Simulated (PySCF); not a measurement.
CH₂AlNO₂, SMILES O=C=[N][AlH][OH]. Atoms are numbered in the order given.

```xyz
7

Al    -0.5226    -1.1777     0.0000
H     -1.9982    -1.6998     0.0000
N     -0.1582     0.5644     0.0000
C      0.0492     1.7475     0.0000
O      0.2545     2.8976     0.0000
O      0.7362    -2.3083     0.0000
H      1.6792    -2.1395     0.0000
```

Coordinates come from a PBE0-D3(BJ)/def2-SVP optimisation. One conformer was computed; it need not be the lowest.

Calculation: KT2/pcSseg-1 (PySCF).

GIAO shieldings, no solvent; atoms alike by connectivity are averaged. δ = σ(ref) − σ: ¹H against TMS (σ = 31.47 ppm); ¹⁵N against NH3 (σ = 266.2 ppm); ¹³C against TMS (σ = 185.1 ppm); ¹⁷O against H2O (σ = 330.4 ppm), references at their B3LYP-D3(BJ)/def2-TZVP geometries, non-relativistic.

| atoms | nucleus | count | δ (ppm) |
|---|---|---|---|
| H2 | ¹H | 1 | … |
| H7 | ¹H | 1 | … |
| N3 | ¹⁵N | 1 | 56.3 |
| C4 | ¹³C | 1 | … |
| O5 | ¹⁷O | 1 | 126.4 |
| O6 | ¹⁷O | 1 | 60.8 |

### Question
Fill in the missing entries. (Estimate from the structure and the level; the computed values follow.)

### Answer

- C4, δ (ppm): 118.7
- H7, δ (ppm): 2.75
- H2, δ (ppm): 4.24
